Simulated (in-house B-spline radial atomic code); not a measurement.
Multiplet parameters of the 3d3 shell in Cu8+ ([Ar] 3d3). Method: non-relativistic Hartree-Fock, average of configuration, point nucleus. Calculated with a B-spline radial code for spherical atoms.

Slater integrals: F^2 = 147623 cm⁻¹, F^4 = 93978 cm⁻¹. Central-field spin-orbit parameter ζ(3d) = 1557 cm⁻¹ (bare central field on non-relativistic orbitals, without two-electron terms: too large for light atoms, too small for heavy ones).

What are Racah's B and C?

B = F^2/49 - 5F^4/441 = 1947 cm⁻¹, C = 35F^4/441 = 7459 cm⁻¹, C/B = 3.83.

Where do the terms lie in LS coupling, without spin-orbit interaction?

In cm⁻¹ above the Hund's-rule term (some of the terms):
| term | expression | energy |
| --- | --- | --- |
| 4F | 0B + 0C | 0 |
| 4P | 15B + 0C | 29208 |
| 2G | 4B + 3C | 30165 |
| 2H | 9B + 3C | 39901 |
| 2F | 24B + 3C | 69109 |

Is LS coupling a fair picture here?

Unscaled Hartree-Fock integrals overestimate measured term splittings, because correlation screens the repulsion; fits to spectra scale them down, most for low charges. Here ζ is 0.80 times B, so LS coupling is a fair start, though levels of equal J in close terms still mix.
